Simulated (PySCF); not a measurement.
# Telling isomers of C4H9NO2Si apart by NMR

Calculated, not measured (PySCF 2.14.0 with density-fitted response routines): shieldings: GIAO PBE0/pcSseg-1, geometry from GFN2-xTB. Single conformer, relativity neglected, fast rotation and ring inversion assumed for equivalent nuclei, in vacuum.

Scale: TMS for ¹H (31.72 ppm), ¹³C (186.93 ppm) (reference shieldings calculated alike). Where no couplings were computed, multiplicities follow the n + 1 count of equivalent neighbours, and m marks all less simple cases (inequivalent or close neighbours, rings, F or P nearby). Shifts are as computed. Against solution values, carbons near 30 ppm lie about +3 ppm off and those near 130 ppm about +5 ppm. Of 1313 compounds with measured shifts, 239 miss one by over three times the rms of a fit or turn the order of signals round; such compounds aren't used in these exercises. OH and NH positions are gas-phase values without hydrogen bonding to other molecules.

(1) Tabulate the signals of `C=NC(=C)O[SiH2]OC`, `[H]/N=C\[SiH]1OCCCO1` and their relative energies.

(2) What is the quickest way to tell C=NC(=C)O[SiH2]OC from [H]/N=C\[SiH]1OCCCO1?

Results:

(1) 
```json
{"SMILES": "C=NC(=C)O[SiH2]OC", "carbon types": "1×C 2×CH2 1×CH3", "δC": "169.7, 153.7, 79.3, 50.4", "δH": "7.79 (d, 1H), 7.06 (d, 1H), 4.91 (s, 2H), 3.92 (m, 1H), 3.87 (m, 1H), 3.73 (s, 3H)", "E rel. (kcal/mol)": "21.7"}
{"SMILES": "[H]/N=C\\[SiH]1OCCCO1", "carbon types": "1×CH 3×CH2", "δC": "190.5, 68.0, 35.4", "δH": "13.26 (br s, 1H), 8.91 (d, 1H), 4.88 (m, 1H), 4.64 (m, 2H), 4.42 (m, 2H), 2.28 (m, 1H), 1.44 (m, 1H)", "E rel. (kcal/mol)": "0.0"}
```

Energies are electronic energies at PBE0/pcSseg-1 on these geometries, without zero-point or thermal terms, each for the one conformer computed, which needn't be the lowest.

(2) Count the carbon signals: 4 against 3. The first has an alkene carbon bearing oxygen (C) at 169.7 ppm, the second a C=N carbon (CH) at 190.5 ppm. In the proton spectra the most deshielded non-exchanging signals are 7.79 (d, 1H) and 8.91 (d, 1H).
